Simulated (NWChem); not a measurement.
Program: NWChem. System: C$_{2}$H$_{5}$O, charge 0, spin multiplicity 2, at a geometry optimised with UPBE/def2-SVP. The structure started from a generated list of species. Its SCF solution wasn't tested for a lower state. Level: G0W0@UPBE0/def2-SVPD, RI basis def2-svpd-rifit.

NWChem printed:

```
             Northwest Computational Chemistry Package (NWChem) 7.3.0
             --------------------------------------------------------

                                NWChem Input Module
                                -------------------

 Scaling coordinates for geometry "geometry" by  1.889725989
 (inverse scale =  0.529177249)

                             Geometry "geometry" -> ""
                             -------------------------

 Output coordinates in angstroms (scale by  1.889725989 to convert to a.u.)

  No.       Tag          Charge          X              Y              Z
 ---- ---------------- ---------- -------------- -------------- --------------
    1 C                    6.0000    -1.21016400    -0.17220300     0.21746400
    2 C                    6.0000     0.20887200     0.21095400     0.42415200
    3 O                    8.0000     1.04992800    -0.08978500    -0.62133800
    4 H                    1.0000    -1.79142500    -0.03236000     1.15024100
    5 H                    1.0000    -1.71634800     0.42441900    -0.58458000
    6 H                    1.0000    -1.29399200    -1.23802800    -0.08785500
    7 H                    1.0000     0.47163700     1.08851900     1.04572100
    8 H                    1.0000     1.93845700     0.24322100    -0.40251900

 Effective nuclear repulsion energy (a.u.)      74.5290628249

            Nuclear Dipole moment (a.u.)
            ----------------------------
        X                 Y               Z
 ---------------- ---------------- ----------------
     0.0000018897    -0.0000056692    -0.0000000000


 Summary of "ao basis" -> "" (spherical)
 ------------------------------------------------------------------------------
       Tag                 Description            Shells   Functions and Types
 ---------------- ------------------------------  ------  ---------------------
 *                         def2-svpd                  on all atoms

 new library libraries.bse/

 Summary of "ri basis" -> "" (spherical)
 ------------------------------------------------------------------------------
       Tag                 Description            Shells   Functions and Types
 ---------------- ------------------------------  ------  ---------------------
 *                      def2-svpd-rifit               on all atoms

                                 NWChem DFT Module
                                 -----------------

 Summary of "ao basis" -> "ao basis" (spherical)
[...]
         -12.421442652911         211.878169116871          -8.482612947390
          48.963777021806          -8.482612947390         183.915702276059

     Multipole analysis of the density
     ---------------------------------

     L   x y z        total         alpha         beta         nuclear
     -   - - -        -----         -----         ----         -------
     0   0 0 0     -0.000000    -13.000000    -12.000000     25.000000

     1   1 0 0      0.238853     -0.094676      0.333528      0.000002
     1   0 1 0      0.373287      0.125737      0.247555     -0.000006
     1   0 0 1      0.275958     -0.226629      0.502587     -0.000000

     2   2 0 0    -11.399323    -59.817956    -57.560068    105.978701
     2   1 1 0      1.256002     -4.007892     -4.295748      9.559642
     2   1 0 1      0.051688     13.131106     13.692610    -26.772027
     2   0 2 0    -14.626238    -14.227220    -12.781132     12.382114
     2   0 1 1      0.276353     -2.578143     -2.938809      5.793304
     2   0 0 2    -15.712589    -22.352364    -19.713682     26.353458

 Task  times  cpu:        9.3s     wall:        9.3s

                                NWChem Input Module
                                -------------------

                                 NWChem GW Module
                                 ----------------

                             ***********************
                             ***        GW       ***
                             ***********************

 Summary of "ri basis" -> "ri basis" (spherical)
 ------------------------------------------------------------------------------
       Tag                 Description            Shells   Functions and Types
 ---------------- ------------------------------  ------  ---------------------
 C                      def2-svpd-rifit             20       64   7s6p5d2f
 O                      def2-svpd-rifit             20       64   7s6p5d2f
 H                      def2-svpd-rifit              9       23   4s3p2d

                 Memory Information
                 ------------------
          Available GA per process is          1699.8 MBs
          Available stack per process is        700.0 MBs
          Available heap per process is           0.0 MBs

          Peak memory in Initialization
              Peak GA per process is                  7.8 MBs
              Peak stack per process is               0.1 MBs
              Peak heap per process is                7.9 MBs
              Memory not in MA per process            0.0 MBs

          Peak memory in AFF Calculation
              Peak GA per process is                 51.2 MBs
              Peak stack per process is              39.0 MBs
              Peak heap per process is                0.0 MBs
              Memory not in MA per process           39.0 MBs

          Computing 2-center integrals
          Computing Inverse Cholesky factor
          Computing 3-center integrals
          Computing V_xc ...

          Computing Sigma_x
          Computing RPA polarizability
          Solving quasiparticle equations

                  Alpha Orbitals
          State     Energy (eV)     Error (eV)
          -----------------------------------
@GW        10        -13.481           0.002
@GW        11        -12.520           0.005
@GW        12        -12.147           0.005
@GW        13         -6.872           0.004
@GW        14          2.101           0.003
@GW        15          2.829           0.003

                   Beta Orbitals
          State     Energy (eV)     Error (eV)
          -----------------------------------
@GW         9        -13.803           0.002
@GW        10        -13.428           0.002
@GW        11        -12.184           0.002
@GW        12        -11.653           0.005
@GW        13          1.865           0.005
@GW        14          2.181           0.003

   Applying  -1.9048 eV scissor-shift to rest of particle states

   Applying   1.6170 eV scissor-shift to rest of hole states

   Applying  -2.1483 eV scissor-shift to rest of particle states

   Applying   2.2926 eV scissor-shift to rest of hole states

     GW Timing Statistics
   ------------------------
   Init.   :          0.0s
     ERIs  :          0.4s
     Distr.:          0.0s
     Vxc   :          1.1s
   Sigma_x :          0.0s
   RPA     :          1.9s
   Wmn     :          0.0s
   Sigma_c :          0.0s
   GW total:          3.5s

 Task  times  cpu:        3.5s     wall:        3.5s

 Total times  cpu:       12.8s     wall:       12.8s
```

Question: Write an NWChem input that would produce this output.

Answer: This is not unique; one that fits is 
```
start mol
memory heap 200 mb stack 700 mb global 1700 mb
geometry units angstroms nocenter noautoz noautosym
  C     -1.210164    -0.172203     0.217464
  C      0.208872     0.210954     0.424152
  O      1.049928    -0.089785    -0.621338
  H     -1.791425    -0.032360     1.150241
  H     -1.716348     0.424419    -0.584580
  H     -1.293992    -1.238028    -0.087855
  H      0.471637     1.088519     1.045721
  H      1.938457     0.243221    -0.402519
end
basis spherical
  * library def2-svpd
end
basis "ri basis" bse spherical
  * library def2-svpd-rifit
end
dft
  xc pbe0
  odft
  mult 2
  iterations 100
  direct
  tolerances tight
end
task dft energy
gw
  states alpha occ 4 vir 2
  states beta occ 4 vir 2
end
task dft gw
```
